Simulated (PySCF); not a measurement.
What builds the first ionisation energy along the 5p block

All values are computed (PySCF 2.14, energy differences of UHF-based or UKS calculations, no spin-orbit coupling). Each column adds one step, in eV (sums use unrounded values): valence MP2, valence CCSD, valence triples, then the next inner shell at CCSD(T) (In 4s 4p 4d, Sn 4s 4p 4d, Sb 4s 4p 4d, Te 4s 4p 4d, I 4s 4p 4d, Xe 4s 4p 4d). References (NIST) marked * lie between the lowest fine-structure levels; the others compare directly ((s) semi-empirical, (t) theoretical).

| element | UHF | + MP2 | + CCSD | + (T) | + inner shell | sum | reference |
| --- | --- | --- | --- | --- | --- | --- | --- |
| In [Kr] 4d10 5s2 5p1 → [Kr] 4d10 5s2 (ANO-RCC-VTZP, spin-free X2C) | 5.218 | 0.155 | 0.053 | 0.015 | 0.042 | 5.483 | 5.603 |
| Sn [Kr] 4d10 5s2 5p2 → [Kr] 4d10 5s2 5p1 (ANO-RCC-VTZP, spin-free X2C) | 6.863 | 0.279 | 0.032 | 0.019 | 0.056 | 7.249 | 7.389 |
| Sb [Kr] 4d10 5s2 5p3 → [Kr] 4d10 5s2 5p2 (ANO-RCC-VTZP, spin-free X2C) | 8.586 | 0.394 | -0.017 | 0.024 | 0.063 | 9.049 | 9.124 |
| I [Kr] 4d10 5s2 5p5 → [Kr] 4d10 5s2 5p4 (ANO-RCC-VTZP, spin-free X2C) | 9.556 | 0.733 | 0.025 | 0.030 | 0.078 | 10.423 | 10.519 |
| Xe [Xe] → [Kr] 4d10 5s2 5p5 (ANO-RCC-VTZP, spin-free X2C) | 11.476 | 0.826 | -0.083 | 0.029 | 0.074 | 12.321 | 12.565 |

Task: Estimate the missing row, Te [Kr] 4d10 5s2 5p4 → [Kr] 4d10 5s2 5p3 (ANO-RCC-VTZP, spin-free X2C).

Result: The calculation gives UHF 7.771; + MP2 0.595; + CCSD 0.119; + (T) 0.023; + inner shell 0.085; sum 8.593. The reference value is 8.749.

What remains against the references is mostly basis incompleteness.

These are valence bases, so the inner-shell step is incomplete.
